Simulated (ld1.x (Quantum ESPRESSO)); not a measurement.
# Fe: one change to a TM potential, before and after

iron (Fe), norm-conserving Troullier–Martins (Kleinman–Bylander form), made with ld1.x (Quantum ESPRESSO) 7.5 (PBE, non-relativistic). Core [Ar], reference 3d7 4s1 4p0. Waves: 4s (bound): rc 1.90 bohr; 4p (bound, empty): rc 3.90 bohr; 3d (bound): rc 1.05 bohr. Local part: all-electron potential smoothed inside 1.95 bohr (lloc = -1). Core correction: none.

Change: functional LDA (PZ).

Cutoffs: the cutoffs (Ry, on a coarse ladder) from which the occupation-weighted sum of valence levels, in a spherical-Bessel basis at the reference potential, stays within 10 and 1 mRy of its value at 400 Ry; they do not see the model core or the augmentation charge, which bear on the density cutoff. Errors are all-electron minus pseudo energies relative to the spin-unpolarised reference configuration.

Task: What does the change do?

Result: The potential gets neither clearly harder nor softer (180 Ry and 260 Ry → 180 Ry and 260 Ry); the number of tests with a reliable result goes from 7 to 9; of the 7 tests that both files solve, the error grows in 1 and shrinks in 3 by more than 15 % and 0.3 meV (median size 69.4 → 67.3 meV); neither file shows a bound ghost.

| quantity | base | changed |
| --- | --- | --- |
| cutoff, loose | 180 Ry | 180 Ry |
| cutoff, tight | 260 Ry | 260 Ry |
| bound ghosts | none | none |
| error for 3d6 4s2 4p0, meV [ΔE 1.09 → 1.13 eV] | -92 | -90 |
| error for 3d6 4s1 4p0, meV [ΔE 9.69 → 9.98 eV] | -34 | -32 |
| error for 3d6 4s0 4p0, meV [ΔE 25.68 → 26.25 eV] | +47 | -8.4 |
| error for 3d5 4s2 4p1, meV [ΔE 10.13 → 10.29 eV] | -232 | -186 |
| error for 3d5 4s0 4p0, meV [ΔE 60.12 → 60.99 eV] | -340 | -434 |
| error for 3d5 4s2 4p0, meV [ΔE 15.62 → 15.93 eV] | -43 | +10 |
| error for 3d6 4s1 4p1, meV [ΔE 5.07 → 5.18 eV] | -69 | -67 |
| s: phases at 4.25 bohr within 0.05 rad from the reference energy up to (Ry; the scan ends near 5) | 0.5 | 0.5 |
| p: phases at 4.25 bohr within 0.05 rad from the reference energy up to (Ry; the scan ends near 5) | 1.0 | 1.0 |
| d: phases at 4.25 bohr within 0.05 rad from the reference energy up to (Ry; the scan ends near 5) | 2.2 | 2.2 |
